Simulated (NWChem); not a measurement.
System: CF3NOSi; SMILES O=C=N[Si](F)(F)F

```xyz
7

O      3.2931    -0.1711     0.0417
C      2.1230    -0.1122     0.0275
N      0.9218    -0.0524     0.0130
Si    -0.7508     0.0387    -0.0075
F     -1.3479    -1.0290    -1.0147
F     -1.3352    -0.2473     1.4373
F     -1.2179     1.4820    -0.4654
```
Atoms are numbered in this order, from 1.

Level: B3LYP/6-31G* (spherical d) (NWChem), optimised geometry, unscaled harmonic frequencies. B3LYP is NWChem's, with the RPA form of VWN correlation.

```csv
frequency (cm⁻¹),IR intensity (km/mol)
44,0.0
44,0.0
251,0.0
251,0.0
335,44.8
367,38.7
367,38.7
610,37.5
610,37.5
624,107.0
892,287.3
1031,188.6
1031,188.6
1555,83.9
2450,1328.8
```

```yaml
zero_point_energy: 14.9 kcal/mol
thermal correction to the enthalpy at 298.15 K (with zero-point energy): 20.0 kcal/mol
heat capacity Cv: 22.4 cal/(mol K)
entropy at 298.15 K and 1 atm (symmetry number 3): 85.2 cal/(mol K)
dipole_moment: 0.13 D
```

Rigid rotor and harmonic oscillator; modes under 100 cm⁻¹ make the entropy uncertain.
